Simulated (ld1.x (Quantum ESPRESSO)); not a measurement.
**H: variants of one TM potential**

Base potential:

H (Z = 1), norm-conserving Troullier–Martins (Kleinman–Bylander form), made with ld1.x (Quantum ESPRESSO) 7.5 (PBEsol, non-relativistic). Core none, reference 1s1. Waves: 1s (bound): rc 1.55 bohr; 2p channel at 0.4 Ry: rc 1.45 bohr. Local part: all-electron potential smoothed inside 1.20 bohr (lloc = -2). Core correction: none.

All-electron outer shells of the reference configuration (PBEsol, non-relativistic, ld1.x):

| shell | level (eV) | outermost node (bohr) | outermost maximum (bohr) |
| --- | --- | --- | --- |
| 1s | -6.33 | – | 1.05 |

Cutoffs, loose and tight: the cutoffs (Ry, on a coarse ladder) from which the occupation-weighted sum of valence levels, in a spherical-Bessel basis at the reference potential, stays within 10 and 1 mRy of its value at 400 Ry. They do not see the model core or the augmentation charge, which bear on the density cutoff. Test errors are all-electron minus pseudo excitation energies from the reference, over the configurations 1s0.5. A dash means not determined; rows that change the core or the reference have their own tests.

| change | outcome | cutoff, loose | cutoff, tight | bound ghosts |
| --- | --- | --- | --- | --- |
| base | generated | 15 Ry | 25 Ry | none |
| all radii scaled by about 0.77 (s 1.20, p 1.12 bohr); local potential all-electron potential smoothed inside 0.92 bohr (lloc = -2) | generated | 21 Ry | 40 Ry | none |
| all radii scaled by about 0.91 (s 1.42, p 1.32 bohr); local potential all-electron potential smoothed inside 1.10 bohr (lloc = -2) | generated | 18 Ry | 30 Ry | none |
| all radii scaled by about 1.03 (s 1.60, p 1.50 bohr); local potential all-electron potential smoothed inside 1.24 bohr (lloc = -2) | generated | 15 Ry | 25 Ry | none |
| all radii scaled by about 1.21 (s 1.88, p 1.76 bohr); local potential all-electron potential smoothed inside 1.46 bohr (lloc = -2) | generated | 12 Ry | 18 Ry | none |
| all radii scaled by about 1.38 (s 2.14, p 2.00 bohr); local potential all-electron potential smoothed inside 1.66 bohr (lloc = -2) | generated | 10 Ry | 18 Ry | none |

Question: What comes out with this change to the base: all radii scaled by about 1.15 (s 1.78, p 1.66 bohr); local potential all-electron potential smoothed inside 1.38 bohr (lloc = -2)?

Answer: outcome: generated; cutoff, loose: 15 Ry; cutoff, tight: 21 Ry; bound ghosts: none.

Reading the sweep of the scale of all radii (base = 1) (base included, trends over the rows without a ghost): The loose cutoff falls from 21 Ry at 0.77 to 10 Ry at 1.38. A larger radius leaves more room for a smooth pseudo-wave, so fewer plane waves are needed; a smaller one forces it to follow the all-electron wave where it bends sharply.
